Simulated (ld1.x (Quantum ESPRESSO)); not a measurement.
Ir, PAW: configuration errors across variants

iridium, PAW, made with ld1.x (Quantum ESPRESSO) 7.5 (LDA (PZ), scalar-relativistic). Core [Kr] 4d10 4f14, reference 5s2 5p6 5d6 6s0 6p0 (charge +3). Waves: 5s (bound): rcut 1.55, rcutus 1.65 bohr; 6s (bound, empty): rcut 1.55, rcutus 1.65 bohr; 5p (bound): rcut 1.45, rcutus 1.50 bohr; 6p (bound, empty): rcut 1.45, rcutus 1.50 bohr; 5d (bound): rcut 2.15, rcutus 2.65 bohr; 5d channel at 1.3 Ry: rcut 2.15, rcutus 2.65 bohr; 5f channel at 0.15 Ry: rcut 1.70, rcutus 1.90 bohr. Local part: all-electron potential smoothed inside 1.50 bohr (lloc = -1). Core correction: Bessel-smoothed model core inside 1.25 bohr. Augmentation charge: PSQ, inside the norm-conserving radii.

All-electron excitation energies from the reference (eV): (1) 5s2 5p6 5d7 6s2 6p0 -58.877; (2) 5s2 5p6 5d7 6s1 6p0 -48.692; (3) 5s2 5p6 5d7 6s0 6p0 -30.842; (4) 5s2 5p6 5d8 6s1 6p0 -59.154.

The overlap operator is not positive definite (basis up to 400 Ry) in “base”, “waves 5d (bound): rcut 1.64, rcutus 1.74 bohr; 5d channel at 1.3 Ry: rcut 1.64, rcutus 1.74 bohr”, “waves 5d (bound): rcut 2.15, rcutus 2.40 bohr; 5d channel at 1.3 Ry: rcut 2.15, rcutus 2.40 bohr”, “waves 5d (bound): rcut 2.15, rcutus 3.50 bohr; 5d channel at 1.3 Ry: rcut 2.15, rcutus 3.50 bohr”, “waves 5d (bound): rcut 2.15, rcutus 4.02 bohr; 5d channel at 1.3 Ry: rcut 2.15, rcutus 4.02 bohr”. Such files are unfit for use, however small their errors in these radial tests.

2 further variants failed, have other tests or too few solved ones, and are left out.

Errors AE − PS in meV (a dash: test not solved or not reliable):

| change | (1) | (2) | (3) | (4) | bound ghosts |
| --- | --- | --- | --- | --- | --- |
| base | +40 | +27 | +11 | +56 | not determined (overlap not positive) |
| waves 5d (bound): rcut 1.64, rcutus 1.74 bohr; 5d channel at 1.3 Ry: rcut 1.64, rcutus 1.74 bohr | +15 | +8.9 | +2.1 | +3.8 | not determined (overlap not positive) |
| waves 5d (bound): rcut 2.15, rcutus 2.40 bohr; 5d channel at 1.3 Ry: rcut 2.15, rcutus 2.40 bohr | +34 | +24 | +14 | +51 | not determined (overlap not positive) |
| waves 5d (bound): rcut 2.15, rcutus 3.50 bohr; 5d channel at 1.3 Ry: rcut 2.15, rcutus 3.50 bohr | – | – | – | – | not determined (overlap not positive) |
| waves 5d (bound): rcut 2.15, rcutus 4.02 bohr; 5d channel at 1.3 Ry: rcut 2.15, rcutus 4.02 bohr | – | – | – | – | not determined (overlap not positive) |

(1) Give the same row for: waves 5d (bound): rcut 2.08, rcutus 2.20 bohr; 5d channel at 1.3 Ry: rcut 2.08, rcutus 2.20 bohr.

Results:

(1) +25, +17, +6.9, +27; bound ghosts: not determined (overlap not positive). Its overlap operator is not positive definite in a basis up to 400 Ry (lowest eigenvalue p -0.06), so the file is unfit for use: the generalised eigenproblem breaks down once the basis is large enough, and its test numbers describe a broken file.
